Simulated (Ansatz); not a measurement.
One change: `C[O][W]([NH2])(=[O])=[S]` becomes `C[O][W](=[O])([F])=[S]`.

Ansatz, PBE0-D4/def2-TZVP geometries, multiplicity 1. Each molecule was computed in one conformer, which needn't be the lowest.

Elements past krypton have def2 core potentials.

| property | `C[O][W]([NH2])(=[O])=[S]` |
| --- | --- |
| HOMO–LUMO gap (PBE/def2-TZVPP) / eV | 3.40 |
| LUMO energy (PBE0/def2-TZVPP) / eV | -2.01 |
| HOMO–LUMO gap (B3LYP/def2-TZVPP) / eV | 4.94 |
| HOMO energy (PBE/def2-TZVPP) / eV | -6.14 |
| size of the dipole moment (ωB97M-V/def2-TZVPP) / D | 4.27 |
| LUMO energy (PBE/def2-TZVPP) / eV | -2.73 |

Task: Give the same properties after the change, and the shifts. (An estimate is asked.)

Result: Ansatz gave: 
| property | `C[O][W](=[O])([F])=[S]` | shift |
| --- | --- | --- |
| HOMO–LUMO gap (PBE/def2-TZVPP) / eV | 3.47 | 0.07 |
| LUMO energy (PBE0/def2-TZVPP) / eV | -2.38 | -0.37 |
| HOMO–LUMO gap (B3LYP/def2-TZVPP) / eV | 5.00 | 0.06 |
| HOMO energy (PBE/def2-TZVPP) / eV | -6.55 | -0.41 |
| size of the dipole moment (ωB97M-V/def2-TZVPP) / D | 3.87 | -0.40 |
| LUMO energy (PBE/def2-TZVPP) / eV | -3.08 | -0.35 |

With PBE0 the HOMO falls by 0.44 eV and the LUMO falls by 0.37 eV, so the gap widens by about 0.07 eV. PBE moves the HOMO by -0.41 eV and ωB97M-V by -0.41 eV. The zero-point energy changes by -60.8 kJ/mol with -6 modes. Dipoles are sizes alone; their direction can turn.

B3LYP here is the variant with VWN-RPA as its local correlation; programs differ in this.
